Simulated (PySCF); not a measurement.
**Structure elucidation problem**

Molecular formula: C2H13PSi3. Simulated spectra:

$^{1}$H NMR (300 MHz, computed): δ 4.42 (m, 4H), 4.06 (m, 3H), 0.35 (m, 6H).

$^{13}$C{$^{1}$H} NMR (computed): δ -5.9 (CH3).

Theoretical values (PySCF 2.14.0 with density-fitted response routines): coordinates at the GFN2-xTB level, σ from GIAO-PBE0/pcSseg-1. One averaged value for each set of equivalent atoms, relativity neglected, one computed conformer, isolated molecule.

δ = σ(ref) − σ, references computed at the same level: $^{1}$H, $^{13}$C vs TMS.

**Question.** Deduce the structure.

**Answer.** 
1. 1 carbon signal for 2 carbons: some carbons are equivalent by symmetry or fast rotation.
2. Carbon types of the structure: 2 × CH3, leaving 7 H on heteroatoms.
3. δC -5.9: methyl carbon bonded to Si; an electropositive neighbour leaves it electron-rich and shielded.
4. δH 4.42: hydrogen on a silicon bonded to C, P.
5. δH 4.06: hydrogen on a silicon bonded to P.
6. δH 0.35: hydrogen on a methyl carbon bonded to Si; an electropositive neighbour shields it, as in TMS itself.

These data were computed for `InChI=1S/C2H13PSi3/c1-5-3(4)6-2/h5-6H2,1-2,4H3`.

The data come from this structure; uniqueness wasn't tested.

Splittings by $^{31}$P in the carbon and heteronuclear signals aren't shown, as no couplings were computed. Shifts are as computed. Against solution values, carbons near 30 ppm lie about +3 ppm off and those near 130 ppm about +5 ppm. Of 1211 compounds with measured shifts, 218 miss one by over three times the rms of a fit or turn the order of signals round; such compounds aren't used in these exercises. No couplings were computed; multiplicities are counted from neighbouring protons, with m where these are inequivalent, close in shift, in a saturated or five-membered ring or joined by F or P, and br s for small geminal =CH2 splittings.
